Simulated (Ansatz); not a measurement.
Two shapes of singlet TiCl4.

Shape 1:

```xyz
5

Ti   -0.0046    0.0309   -0.0390
Cl    1.2073    1.2625    1.2724
Cl    1.2276   -1.1979   -1.2345
Cl   -1.2497    1.2923   -1.2561
Cl   -1.2453   -1.2822    1.2117
```

Shape 2:

```xyz
5

Ti    0.0000    0.0000    0.0000
Cl    1.3436    1.3436    1.3436
Cl    1.3436   -1.3436   -1.3436
Cl   -1.3436    1.3436   -1.3436
Cl   -1.3436   -1.3436    1.3436
```

Basis set: 6-31G* (spherical functions). Left uncorrelated: 25 orbitals. Charge 0, multiplicity 1.

Computed with Ansatz (development build ahead of 0.2.0); each method stands on the lowest determinant of its kind that the runs found.

Which shape is lower in energy, and by how much in each method?

```csv
method,E(2) − E(1) (eV)
RHF,0.799
RHF-MP2,0.713
```

Shape 1 is lower. Caution: no unrestricted run beside it, a lower state can exist; other spin multiplicities were not run.
